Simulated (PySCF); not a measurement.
Molecule: SMILES CCc1ccccn1, C₇H₉N.

Geometry:
```csv
atom,x (Å),y (Å),z (Å)
C1,-2.555,-0.667,0.459
C2,-1.662,-0.191,-0.680
C3,-0.225,-0.044,-0.258
C4,0.437,1.189,-0.307
C5,1.764,1.263,0.107
C6,2.391,0.105,0.559
C7,1.647,-1.075,0.573
N8,0.382,-1.152,0.180
H9,-3.589,-0.823,0.117
H10,-2.172,-1.616,0.862
H11,-2.575,0.065,1.282
H12,-1.697,-0.926,-1.501
H13,-2.026,0.764,-1.089
H14,-0.087,2.077,-0.667
H15,2.302,2.214,0.078
H16,3.430,0.111,0.894
H17,2.105,-2.009,0.922
```

Geometry PBE0-D3(BJ)/def2-SVP throughout; GIAO in PySCF 2.14.0 with density-fitted response routines, gas phase, one conformer, non-relativistic; equivalent atoms averaged; basis pcSseg-1.

Problem. How do the shifts δ (against TMS, NH3 at the same level) depend on the functional? (a selection of nuclei; ppm; last column core-seconds on shared hosts with different chips, so compare them loosely)

Solution. 
```tsv
functional	kind	C3	C5	C4	C6	C2	C1	N8	H14	H9/H10/H11	core-s
BLYP	GGA	168.8	138.8	125.9	124.4	38.2	18.2	359.0	6.87	1.40	51
BP86	GGA	167.4	138.1	125.3	123.6	37.2	17.7	351.4	6.97	1.40	51
OPBE	GGA	159.3	132.4	120.4	118.5	35.5	17.2	334.5	7.04	1.38	35
KT2	GGA	157.6	129.7	117.6	116.1	36.1	17.5	328.9	6.79	1.38	35
KT3	GGA	155.7	128.3	116.3	114.8	36.0	17.9	325.9	6.78	1.37	54
B3LYP	global hybrid	171.0	141.9	127.5	126.1	36.5	17.6	362.5	6.96	1.41	35
PBE0	global hybrid	169.6	141.6	127.1	125.6	35.4	17.0	357.6	7.08	1.40	22
WP04	global hybrid	170.6	140.9	127.0	125.2	36.5	18.9	350.2	6.78	1.38	36
BHandHLYP	global hybrid	173.3	145.3	128.3	127.0	34.4	17.2	365.8	7.03	1.43	34
LC-wPBE	range-separated hybrid	175.0	148.6	131.7	130.2	33.5	15.8	359.1	7.20	1.39	42
```

Problem. Which nucleus among those listed moves most, in ppm?

Solution. N8 (pyridine-type ring nitrogen): from 325.9 ppm with KT3 to 365.8 ppm with BHandHLYP. The smallest spread is 0.05 ppm, at H9/H10/H11. Proton shifts span only some 12 ppm, so a few tenths of a ppm matter as much there as several ppm in carbon.
